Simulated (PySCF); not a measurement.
**UHF on O³⁺ (oxygen, charge +3)**

Configuration: [He] 2s2 2p1, 2P determinant. All numbers are calculated (PySCF 2.14, the non-relativistic Hamiltonian (point nucleus), in aug-cc-pVTZ (5s4p3d2f, 46 functions)).

```
Total energy                                                  : -71.094547 hartree
One-electron energy                                           : -86.1386 hartree
Hartree (Coulomb) energy                                      : 21.7245 hartree
Exchange energy                                               : -6.6805 hartree
Kinetic energy                                                : 71.11414 hartree
⟨S²⟩                                                          : 0.7529
⟨L²⟩                                                          : 2.007
Sum of ⟨r⟩                                                    : 3.273 bohr
Sum of ⟨r²⟩                                                   : 3.400 bohr²
Traceless quadrupole moment −½Σ⟨3z² − r²⟩ along its main axis : -0.412 e·bohr²
Density at the nucleus (Gaussians lack the cusp)              : 307 bohr⁻³
Spin density at the nucleus                                   : 0.0627 bohr⁻³
Langevin diamagnetic susceptibility                           : -2.69 ×10⁻⁶ cm³/mol
```

```csv
shell,electrons,mean orbital energy (hartree),"rms radius, mean of both spins (bohr)"
1s α,1,-23.37561,0.229
1s β,1,-23.31335,0.229
2s α,1,-3.34738,1.07
2s β,1,-3.14766,1.07
2p α,1,-2.86646,1.01
```

Spin-orbit constants ζ (cm⁻¹) from the X2C one-electron operator on these orbitals (non-relativistic here): bare nucleus, nucleus screened by l(l+1)(2l+1)/3 electrons, and screened by the Breit-Pauli mean field of the electrons.

```csv
shell,bare,screened nucleus,mean field
2p,392.1,294.1,258.5
```

To first order the Landé constant is A = 258.5 cm⁻¹, so the lowest level has J = 1/2 and lies 0.0320 eV below the centre of the term.
